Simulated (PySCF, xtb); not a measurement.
C5H7F, SMILES F[C@H]1C=CCC1.

GFN2-xTB (xtb) at its own geometry gives an orbital gap of 5.11 eV and a dipole moment of 2.65 D.

The structure is a stationary point at PBE-D3(BJ)/def2-SVP. The structure was generated by enumeration; whether it is a known compound was not checked. Other conformers were not sampled.

Q: What does PBE/def2-TZVP (PySCF) give? (Estimate from the structure and the level; the computed values follow.)

A: gap 5.19 eV (levels -6.27 and -1.08 eV), dipole 2.05 D.
